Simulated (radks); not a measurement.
The numbers below are computed, except where a source is named.
Isoelectronic series with 14 electrons, all held in the configuration [Ne] 3s2 3p2, which need not be the ground one along the series. Level of theory: Dirac Kohn-Sham, PBE, spin-unpolarised, spherical densities, point nucleus; open shells fill j = l - 1/2 first (a radial shooting solver on a logarithmic mesh with Libxc functionals). Total energies (hartree) and mean radii <r> (bohr) (* marks an orbital that is empty in some or all of the ions):

ion    E (hartree)  3p3/2*   3p1/2   3s1/2   2p3/2
Si      -289.83876   2.800   2.791   2.164  0.5383
K5+     -593.79100   1.198   1.193   1.140  0.3492
Cr10+  -1011.61730  0.7949  0.7901  0.7881  0.2585
Cu15+  -1544.71500  0.5984  0.5931  0.6038  0.2051
Se20+  -2195.14002  0.4804  0.4747  0.4891  0.1699
Ru30+  -3859.06005  0.3445  0.3376  0.3528  0.1263
In35+  -4879.67996  0.3017  0.2941  0.3087  0.1118
